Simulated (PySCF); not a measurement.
**Chlorine: a sound run and one with changed settings**

Sound run: Cl⁺ [Ne] 3s2 3p4, Cl²⁺ [Ne] 3s2 3p3. Calculation: PySCF 2.14, in cc-pVTZ-DK (5s4p2d1f, 34 functions); scalar relativity by spin-free X2C-1e. In the sound run the correlated levels freeze [Ne]. The sound run starts from symmetry-adapted Hartree-Fock orbitals and uses a fine grid where one is needed.

Changed run: basis STO-3G, all-electron and non-relativistic. This setting is unsound on purpose.

```
species  method  sound run (hartree)  changed run (hartree)  converged
    Cl⁺     UHF           -460.46221             -454.12970        yes
    Cl⁺    MN15           -461.16811             -453.56166        yes
    Cl⁺  r2SCAN           -461.06330             -454.65099        yes
    Cl⁺     MP2           -460.58581             -454.12970        yes
   Cl²⁺     UHF           -459.63280             -453.24325        yes
   Cl²⁺    MN15           -460.28959             -452.61727        yes
   Cl²⁺  r2SCAN           -460.18888             -453.71459        yes
   Cl²⁺     MP2           -459.72830             -453.24325        yes
```

Ionisation energy of Cl⁺:

```tsv
method	sound run (eV)	changed run (eV)
UHF	22.569	24.121
MN15	23.906	25.698
r2SCAN	23.794	25.481
MP2	23.334	24.121
SCS-MP2	23.416	24.121
```

A minimal basis cannot let orbitals breathe on ionisation and holds almost no correlation. The Hamiltonian changed with the basis, so the totals do not compare.

For comparison, NIST gives 23.814 eV between the lowest levels.
